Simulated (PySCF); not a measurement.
PySCF input (M06-2X/def2-TZVPD):

```python
from pyscf import gto, scf, dft

mol = gto.M(
    atom='''
    Ga   -0.00000000   -0.00000000   -0.77799776
    Cl    0.00000000    0.00000000    1.41870179
    ''',
    basis='def2-tzvpd',
    charge=-1,
    spin=1,
    symmetry='C2v',
    verbose=4,
)

mf = dft.UKS(mol, xc='m062x').density_fit(auxbasis='def2-universal-jkfit')
mf.grids.level = 4
mf.conv_tol = 1e-9
mf.max_cycle = 100
mf.max_memory = 1500
mf.kernel()
if not mf.converged:
    mf = mf.newton()
    mf.kernel(mf.make_rdm1())
mf.analyze()
```

Output:

```
PySCF version 2.14.0

[INPUT] verbose = 4
[INPUT] num. atoms = 2
[INPUT] num. electrons = 49
[INPUT] charge = -1
[INPUT] spin (= nelec alpha-beta = 2S) = 1
[INPUT] symmetry C2v subgroup None
[INPUT] Mole.unit = angstrom
[INPUT] Symbol           X                Y                Z      unit          X                Y                Z       unit  Magmom
[INPUT]  1 Ga     0.000000000000   0.000000000000  -0.777997760000 AA    0.000000000000   0.000000000000  -1.470202691925 Bohr   0.0
[INPUT]  2 Cl     0.000000000000   0.000000000000   1.418701790000 AA    0.000000000000   0.000000000000   2.680957835530 Bohr   0.0

nuclear repulsion = 126.952450167725
point group symmetry = Coov, use subgroup C2v
symmetry origin: [ 0.00000000e+00  0.00000000e+00 -5.11800824e-09]
symmetry axis x: [1. 0. 0.]
symmetry axis y: [0. 1. 0.]
symmetry axis z: [0. 0. 1.]
num. orbitals of irrep A1 = 44
num. orbitals of irrep A2 = 10
num. orbitals of irrep B1 = 23
num. orbitals of irrep B2 = 23
number of shells = 34
number of NR pGTOs = 178
number of NR cGTOs = 100
basis = def2-tzvpd
ecp = {}

******** <class 'pyscf.df.df_jk.DFSymAdaptedUKS'> ********
method = DFSymAdaptedUKS
initial guess = minao
damping factor = 0
level_shift factor = 0
DIIS = <class 'pyscf.scf.diis.CDIIS'>
diis_start_cycle = 1
diis_space = 8
diis_damp = 0
SCF conv_tol = 1e-09
SCF conv_tol_grad = None
SCF max_cycles = 100
direct_scf = False
number electrons alpha = 25  beta = 24
XC library pyscf.dft.libxc version 7.1.2
    S. Lehtola, C. Steigemann, M. J. T. Oliveira, and M. A. L. Marques,  SoftwareX 7, 1–5 (2018)
XC functionals = m062x
    Y. Zhao and D. G. Truhlar,  Theor. Chem. Acc. 120, 215 (2008)
    Y. Zhao and D. G. Truhlar,  Theor. Chem. Acc. 120, 215 (2008)
radial grids:
    Treutler-Ahlrichs [JCP 102, 346 (1995); DOI:10.1063/1.469408] (M4) radial grids

becke partition: Becke, JCP 88, 2547 (1988); DOI:10.1063/1.454033
pruning grids: <function nwchem_prune>
grids dens level: 4
symmetrized grids: C2v
atomic radii adjust function: <function treutler_atomic_radii_adjust>
small_rho_cutoff = 0
Freeze 0 electrons in irreps []
    49 free electrons in irreps A1 A2 B1 B2
Set gradient conv threshold to 3.16228e-05
[...]
beta  HOMO (A1) = -0.0837194888043911  LUMO (A1) = 0.117585931798661
  HOMO = 0.0417066671277  LUMO = 0.117585931799  gap/eV = 2.06478
Extra cycle  E= -2385.11202856689  delta_E= -1.36e-12  |g|= 2e-06  |ddm|= 8.82e-06
converged SCF energy = -2385.11202856689  <S^2> = 0.7577867  2S+1 = 2.0077716
**** SCF Summaries ****
Total Energy =                       -2385.112028566889421
Nuclear Repulsion Energy =             126.952450167725488
One-electron Energy =                -3584.139745089359621
Two-electron Energy =                 1072.075266354744599
Two-electron Coulomb Energy =         1175.633884884947520
DFT Exchange-Correlation Energy =     -103.558618530202864
HOMO-LUMO gap [eV] =                     2.064779961874306
Wave-function symmetry = B1
alpha occupancy for each irrep:     A1   A2   B1   B2
                                    13    1    6    5
beta  occupancy for each irrep:     A1   A2   B1   B2
                                    13    1    5    5
**** MO energy ****
alpha MO #1 (A1 #1), energy= -374.535242269781 occ= 1
alpha MO #2 (A1 #2), energy= -102.41827573685 occ= 1
alpha MO #3 (A1 #3), energy= -46.4105210298295 occ= 1
alpha MO #4 (B2 #1), energy= -41.1648091889656 occ= 1
alpha MO #5 (B1 #1), energy= -41.164299690216 occ= 1
alpha MO #6 (A1 #4), energy= -41.1632438943635 occ= 1
alpha MO #7 (A1 #5), energy= -9.58285922046706 occ= 1
alpha MO #8 (A1 #6), energy= -7.30230034279971 occ= 1
alpha MO #9 (B1 #2), energy= -7.30136804992665 occ= 1
alpha MO #10 (B2 #2), energy= -7.30124072281782 occ= 1
alpha MO #11 (A1 #7), energy= -5.53891008430692 occ= 1
alpha MO #12 (B2 #3), energy= -3.81225573225968 occ= 1
alpha MO #13 (B1 #3), energy= -3.80869607429773 occ= 1
alpha MO #14 (A1 #8), energy= -3.80811094443769 occ= 1
alpha MO #15 (A1 #9), energy= -0.782984202461565 occ= 1
alpha MO #16 (B2 #4), energy= -0.776343762060769 occ= 1
alpha MO #17 (A2 #1), energy= -0.77490007530493 occ= 1
alpha MO #18 (A1 #10), energy= -0.774368311791516 occ= 1
alpha MO #19 (B1 #4), energy= -0.771313864094068 occ= 1
alpha MO #20 (A1 #11), energy= -0.689824998910169 occ= 1
alpha MO #21 (A1 #12), energy= -0.27411172978411 occ= 1
alpha MO #22 (B1 #5), energy= -0.196091243693166 occ= 1
alpha MO #23 (B2 #5), energy= -0.193631142293153 occ= 1
alpha MO #24 (A1 #13), energy= -0.104298214982379 occ= 1
alpha MO #25 (B1 #6), energy= 0.0417066671277357 occ= 1
alpha MO #26 (A1 #14), energy= 0.144455109570384 occ= 0
alpha MO #27 (B2 #6), energy= 0.147384135913795 occ= 0
alpha MO #28 (A1 #15), energy= 0.178275078637089 occ= 0
alpha MO #29 (B2 #7), energy= 0.191217892659866 occ= 0
alpha MO #30 (B1 #7), energy= 0.201362933729046 occ= 0
alpha MO #31 (A1 #16), energy= 0.204639875606208 occ= 0
alpha MO #32 (A1 #17), energy= 0.225527473258631 occ= 0
alpha MO #33 (A2 #2), energy= 0.229636533836063 occ= 0
alpha MO #34 (B1 #8), energy= 0.252356128134782 occ= 0
alpha MO #35 (B2 #8), energy= 0.252804662379894 occ= 0
alpha MO #36 (A1 #18), energy= 0.297090507105747 occ= 0
alpha MO #37 (A1 #19), energy= 0.347209374984779 occ= 0
alpha MO #38 (A1 #20), energy= 0.380351350495083 occ= 0
alpha MO #39 (A1 #21), energy= 0.394892422096584 occ= 0
alpha MO #40 (A2 #3), energy= 0.39670465359882 occ= 0
alpha MO #41 (B2 #9), energy= 0.427238362338633 occ= 0
alpha MO #42 (B1 #9), energy= 0.430295857275743 occ= 0
alpha MO #43 (A1 #22), energy= 0.474011782851171 occ= 0
alpha MO #44 (A2 #4), energy= 0.475451410343205 occ= 0
alpha MO #45 (B1 #10), energy= 0.476862421872639 occ= 0
alpha MO #46 (B2 #10), energy= 0.489685130308125 occ= 0
alpha MO #47 (A1 #23), energy= 0.505775930218658 occ= 0
alpha MO #48 (B1 #11), energy= 0.544981978735855 occ= 0
alpha MO #49 (B2 #11), energy= 0.545014216618851 occ= 0
alpha MO #50 (A1 #24), energy= 0.621242606521399 occ= 0
alpha MO #51 (A1 #25), energy= 0.642577448024874 occ= 0
alpha MO #52 (B2 #12), energy= 0.733617457705636 occ= 0
alpha MO #53 (B1 #12), energy= 0.736029679397303 occ= 0
alpha MO #54 (A1 #26), energy= 0.804168066794286 occ= 0
alpha MO #55 (B2 #13), energy= 0.832585963815321 occ= 0
alpha MO #56 (B1 #13), energy= 0.833333683502515 occ= 0
alpha MO #57 (A1 #27), energy= 0.847721999731274 occ= 0
alpha MO #58 (A2 #5), energy= 0.847924145665488 occ= 0
alpha MO #59 (A1 #28), energy= 0.98337051532657 occ= 0
alpha MO #60 (A1 #29), energy= 1.08473022354037 occ= 0
alpha MO #61 (A2 #6), energy= 1.08689405304592 occ= 0
alpha MO #62 (B1 #14), energy= 1.11973736172769 occ= 0
alpha MO #63 (B2 #14), energy= 1.1240191182232 occ= 0
alpha MO #64 (B1 #15), energy= 1.1311035661077 occ= 0
alpha MO #65 (B2 #15), energy= 1.13797758797575 occ= 0
alpha MO #66 (A2 #7), energy= 1.15799749961143 occ= 0
alpha MO #67 (A1 #30), energy= 1.15842177920603 occ= 0
alpha MO #68 (A1 #31), energy= 1.17082881492848 occ= 0
alpha MO #69 (A1 #32), energy= 1.30651519314581 occ= 0
alpha MO #70 (B1 #16), energy= 1.33406348185657 occ= 0
alpha MO #71 (B2 #16), energy= 1.33935179252257 occ= 0
alpha MO #72 (A1 #33), energy= 1.47473086839974 occ= 0
alpha MO #73 (A1 #34), energy= 2.16658329255542 occ= 0
alpha MO #74 (A2 #8), energy= 2.16673079912076 occ= 0
alpha MO #75 (B2 #17), energy= 2.20842792197254 occ= 0
alpha MO #76 (B1 #17), energy= 2.21028586946397 occ= 0
alpha MO #77 (A1 #35), energy= 2.22735492803311 occ= 0
alpha MO #78 (B2 #18), energy= 2.32896366101618 occ= 0
alpha MO #79 (B1 #18), energy= 2.32897473332719 occ= 0
alpha MO #80 (A1 #36), energy= 2.35615410895594 occ= 0
alpha MO #81 (A2 #9), energy= 2.35676773131597 occ= 0
alpha MO #82 (A1 #37), energy= 2.46945461702984 occ= 0
alpha MO #83 (B2 #19), energy= 2.5023570090375 occ= 0
alpha MO #84 (B1 #19), energy= 2.50864979681498 occ= 0
alpha MO #85 (B2 #20), energy= 2.51718400461484 occ= 0
alpha MO #86 (B1 #20), energy= 2.52035984636422 occ= 0
alpha MO #87 (A1 #38), energy= 2.56020849283201 occ= 0
alpha MO #88 (A2 #10), energy= 2.5826188928841 occ= 0
alpha MO #89 (B2 #21), energy= 2.71601898960135 occ= 0
alpha MO #90 (B1 #21), energy= 2.71662890226579 occ= 0
alpha MO #91 (A1 #39), energy= 2.73845125437932 occ= 0
alpha MO #92 (A1 #40), energy= 2.99150818373381 occ= 0
alpha MO #93 (B2 #22), energy= 3.54910510965245 occ= 0
alpha MO #94 (B1 #22), energy= 3.55196044787502 occ= 0
alpha MO #95 (A1 #41), energy= 3.99512909643189 occ= 0
alpha MO #96 (A1 #42), energy= 5.06348673567113 occ= 0
alpha MO #97 (B2 #23), energy= 11.0691046595735 occ= 0
alpha MO #98 (B1 #23), energy= 11.0703401179043 occ= 0
alpha MO #99 (A1 #43), energy= 11.400957688787 occ= 0
alpha MO #100 (A1 #44), energy= 25.1814219829899 occ= 0
beta  MO #1 (A1 #1), energy= -374.534402300099 occ= 1
beta  MO #2 (A1 #2), energy= -102.417552169347 occ= 1
[...]
```

This state (charge -1, doublet) is run at the relaxed geometry of the species with charge 0 and multiplicity 3.
